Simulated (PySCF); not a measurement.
# Basis-set dependence of population analyses: `CC(=O)[SiH2]F`

C₂H₅FOSi.
Geometry (PBE0-D3(BJ)/def2-SVP, Å), atoms numbered from 1 in this order:
```xyz
10
C2H5FOSi angstrom
C     -1.483    0.090    0.149
C     -0.239   -0.062   -0.673
O     -0.247   -0.193   -1.879
Si     1.512   -0.066    0.122
F      1.397    0.159    1.732
H     -1.527   -0.704    0.913
H     -2.374    0.051   -0.494
H     -1.452    1.045    0.700
H      2.151   -1.385   -0.134
H      2.308    1.046   -0.461
```

PBE0 throughout (PySCF), one geometry, spherical d and f functions. Isolated species at its PBE0-D3(BJ)/def2-SVP geometry (one conformer only). Atoms taken as equivalent share a column and are averaged.

Mulliken charges (e):

```
        basis  functions      C1      C2      O3     Si4      F5  H6/H7/H8  H9/H10
       STO-3G         34  -0.263  +0.001  -0.192  +0.664  -0.246    +0.092  -0.120
        6-31G         59  -0.558  +0.062  -0.368  +0.922  -0.471    +0.208  -0.106
     pcSseg-0         59  -0.685  -0.126  -0.433  +1.092  -0.502    +0.265  -0.071
       6-31G*         84  -0.612  +0.212  -0.381  +0.710  -0.417    +0.212  -0.074
      cc-pVDZ         99  -0.064  -0.070  -0.213  +0.576  -0.333    +0.074  -0.058
     def2-SVP         99  -0.046  -0.146  -0.226  +0.708  -0.360    +0.073  -0.076
     pcSseg-1        117  -0.270  -0.077  -0.342  +0.889  -0.437    +0.145  -0.100
  aug-cc-pVDZ        164  +0.342  +0.258  -0.559  +0.308  -0.619    -0.062  +0.227
6-311+G(2d,p)        173  -0.665  +0.256  -0.362  +0.790  -0.455    +0.177  -0.048
    def2-TZVP        191  -0.346  +0.084  -0.275  +0.473  -0.333    +0.142  -0.016
      cc-pVTZ        224  -0.271  +0.073  -0.254  +0.494  -0.304    +0.114  -0.040
     IGLO-III        234  -0.399  +0.168  -0.400  +1.046  -0.501    +0.137  -0.162
```

IAO charges (e):

```csv
basis,functions,C1,C2,O3,Si4,F5,H6/H7/H8,H9/H10
STO-3G,34,-0.438,-0.045,-0.179,+0.840,-0.366,+0.146,-0.125
6-31G,59,-0.483,+0.113,-0.349,+0.866,-0.509,+0.175,-0.082
pcSseg-0,59,-0.478,+0.087,-0.335,+0.873,-0.494,+0.172,-0.085
6-31G*,84,-0.469,+0.128,-0.375,+0.993,-0.529,+0.165,-0.123
cc-pVDZ,99,-0.469,+0.134,-0.369,+0.975,-0.528,+0.165,-0.118
def2-SVP,99,-0.459,+0.125,-0.369,+0.992,-0.527,+0.162,-0.124
pcSseg-1,117,-0.467,+0.129,-0.382,+1.004,-0.538,+0.166,-0.122
aug-cc-pVDZ,164,-0.477,+0.145,-0.392,+0.984,-0.542,+0.170,-0.114
"6-311+G(2d,p)",173,-0.480,+0.138,-0.393,+1.014,-0.546,+0.171,-0.122
def2-TZVP,191,-0.480,+0.136,-0.392,+1.026,-0.548,+0.170,-0.126
cc-pVTZ,224,-0.482,+0.137,-0.388,+1.013,-0.544,+0.170,-0.123
IGLO-III,234,-0.482,+0.136,-0.394,+1.024,-0.548,+0.171,-0.125
```

Hirshfeld charges (e):

```tsv
basis	functions	C1	C2	O3	Si4	F5	H6/H7/H8	H9/H10
STO-3G	34	-0.053	+0.032	-0.153	+0.433	-0.167	+0.025	-0.083
6-31G	59	-0.099	+0.083	-0.218	+0.411	-0.242	+0.058	-0.055
pcSseg-0	59	-0.111	+0.082	-0.210	+0.441	-0.234	+0.053	-0.064
6-31G*	84	-0.098	+0.084	-0.218	+0.396	-0.210	+0.056	-0.062
cc-pVDZ	99	-0.115	+0.081	-0.203	+0.403	-0.202	+0.056	-0.066
def2-SVP	99	-0.119	+0.087	-0.212	+0.413	-0.204	+0.057	-0.067
pcSseg-1	117	-0.121	+0.085	-0.218	+0.421	-0.212	+0.058	-0.064
aug-cc-pVDZ	164	-0.127	+0.076	-0.220	+0.425	-0.216	+0.062	-0.061
6-311+G(2d,p)	173	-0.119	+0.074	-0.223	+0.429	-0.218	+0.061	-0.062
def2-TZVP	191	-0.123	+0.077	-0.220	+0.417	-0.208	+0.061	-0.063
cc-pVTZ	224	-0.124	+0.080	-0.216	+0.412	-0.205	+0.060	-0.064
IGLO-III	234	-0.129	+0.079	-0.222	+0.417	-0.207	+0.061	-0.060
```

ESP-fitted charges (e):

```
        basis  functions      C1      C2      O3     Si4      F5  H6/H7/H8  H9/H10
       STO-3G         34  -0.407  +0.347  -0.321  +0.447  -0.195    +0.107  -0.097
        6-31G         59  -0.360  +0.459  -0.494  +0.610  -0.381    +0.117  -0.092
     pcSseg-0         59  -0.464  +0.441  -0.484  +0.698  -0.363    +0.141  -0.125
       6-31G*         84  -0.448  +0.463  -0.436  +0.405  -0.256    +0.135  -0.067
      cc-pVDZ         99  -0.406  +0.431  -0.418  +0.417  -0.268    +0.125  -0.066
     def2-SVP         99  -0.393  +0.439  -0.438  +0.460  -0.274    +0.121  -0.078
     pcSseg-1        117  -0.410  +0.459  -0.466  +0.515  -0.300    +0.126  -0.088
  aug-cc-pVDZ        164  -0.429  +0.483  -0.472  +0.417  -0.277    +0.134  -0.062
6-311+G(2d,p)        173  -0.443  +0.479  -0.474  +0.441  -0.285    +0.138  -0.066
    def2-TZVP        191  -0.450  +0.478  -0.462  +0.427  -0.271    +0.138  -0.068
      cc-pVTZ        224  -0.432  +0.456  -0.446  +0.423  -0.264    +0.134  -0.069
     IGLO-III        234  -0.434  +0.472  -0.464  +0.413  -0.268    +0.136  -0.063
```

Some averages cover members that differ in this geometry, most widely: H6/H7/H8, Mulliken in aug-cc-pVDZ -0.141 to -0.019; H6/H7/H8, ESP-fitted in pcSseg-0 +0.128 to +0.165; H6/H7/H8, ESP-fitted in 6-31G +0.105 to +0.139; H6/H7/H8, ESP-fitted in STO-3G +0.098 to +0.125 e.

Question: Which scheme is steadiest as the basis changes?

Answer: Largest range over the bases for any column: Hirshfeld 0.08 e, IAO 0.22 e, ESP-fitted 0.29 e, Mulliken 1.03 e. Hirshfeld charges move least and Mulliken charges most, counted in e. Without the minimal STO-3G basis the ranges are Hirshfeld 0.05, IAO 0.16, ESP-fitted 0.29, Mulliken 1.03 e.

Question: How much do the charges still move between the two largest bases, cc-pVTZ and IGLO-III?

Answer: At most, over all atoms: Mulliken 0.552 e, IAO 0.011 e, Hirshfeld 0.007 e, ESP-fitted 0.018 e.

Question: What do the same runs give for the total energy, the frontier levels and the dipole moment?

Answer: 
```json
{"basis": "STO-3G", "energy (Eh)": "-536.6202", "HOMO (eV)": "-3.45", "LUMO (eV)": "2.63", "μ (D)": "0.89"}
{"basis": "6-31G", "energy (Eh)": "-543.2879", "HOMO (eV)": "-7.14", "LUMO (eV)": "-1.26", "μ (D)": "0.87"}
{"basis": "pcSseg-0", "energy (Eh)": "-542.4736", "HOMO (eV)": "-7.30", "LUMO (eV)": "-1.44", "μ (D)": "1.05"}
{"basis": "6-31G*", "energy (Eh)": "-543.4008", "HOMO (eV)": "-6.94", "LUMO (eV)": "-1.09", "μ (D)": "1.21"}
{"basis": "cc-pVDZ", "energy (Eh)": "-543.4310", "HOMO (eV)": "-6.98", "LUMO (eV)": "-1.18", "μ (D)": "1.06"}
{"basis": "def2-SVP", "energy (Eh)": "-543.1401", "HOMO (eV)": "-7.08", "LUMO (eV)": "-1.28", "μ (D)": "1.17"}
{"basis": "pcSseg-1", "energy (Eh)": "-543.3941", "HOMO (eV)": "-7.22", "LUMO (eV)": "-1.41", "μ (D)": "1.20"}
{"basis": "aug-cc-pVDZ", "energy (Eh)": "-543.4570", "HOMO (eV)": "-7.23", "LUMO (eV)": "-1.52", "μ (D)": "1.28"}
{"basis": "6-311+G(2d,p)", "energy (Eh)": "-543.5205", "HOMO (eV)": "-7.27", "LUMO (eV)": "-1.57", "μ (D)": "1.28"}
{"basis": "def2-TZVP", "energy (Eh)": "-543.5471", "HOMO (eV)": "-7.20", "LUMO (eV)": "-1.48", "μ (D)": "1.29"}
{"basis": "cc-pVTZ", "energy (Eh)": "-543.5347", "HOMO (eV)": "-7.15", "LUMO (eV)": "-1.41", "μ (D)": "1.27"}
{"basis": "IGLO-III", "energy (Eh)": "-543.5519", "HOMO (eV)": "-7.23", "LUMO (eV)": "-1.53", "μ (D)": "1.33"}
```

The dipole is fixed by the density alone, so its range of 0.46 D shows that the density itself changes with the basis, not only its division among atoms.
